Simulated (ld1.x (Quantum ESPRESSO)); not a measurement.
**Pseudopotential generation for silver: TM, BLYP, scalar-relativistic.**

```json
{
  "Element": "Ag",
  "Generator": "ld1.x (Quantum ESPRESSO) 7.5",
  "Type": "norm-conserving Troullier–Martins (Kleinman–Bylander form)",
  "Functional": "BLYP",
  "Relativity": "scalar-relativistic",
  "Frozen core": "[Ar] 3d10",
  "Valence charge": "19",
  "Reference configuration": "4s2 4p6 4d9 5s0 5p0 (charge +2)",
  "Partial waves": "4s (bound): rc 1.05 bohr; 4p (bound): rc 1.55 bohr; 4d (bound): rc 1.15 bohr",
  "Local potential": "the d channel",
  "Core correction": "none"
}
```

All-electron outer shells of the reference configuration (BLYP, scalar-relativistic, ld1.x):

```csv
shell,level (eV),outermost node (bohr),outermost maximum (bohr)
3d,-381.30,–,0.27
4s,-117.51,0.44,0.82
4p,-80.86,0.44,0.87
4d,-28.80,0.43,1.03
5s,-21.03,1.09,2.23
5p,-14.63,1.22,2.68
```

Results:

```
Cutoffs needed           : 140 Ry and 230 Ry (the cutoffs (Ry, on a coarse ladder) from which the occupation-weighted sum of valence levels, in a spherical-Bessel basis at the reference potential, stays within 10 and 1 mRy of its value at 400 Ry)
Ghost test               : no extra level below or beside the all-electron valence levels (s, p, d, f tested) (spherical-Bessel basis up to 400 Ry, 20 bohr box)
Largest excitation error : +115 meV (all-electron minus pseudo) for 4s2 4p6 4d9 5s1 5p1, out of 7 test configurations
```

Generation and tests took about 5.4 s on one core of a shared server CPU.
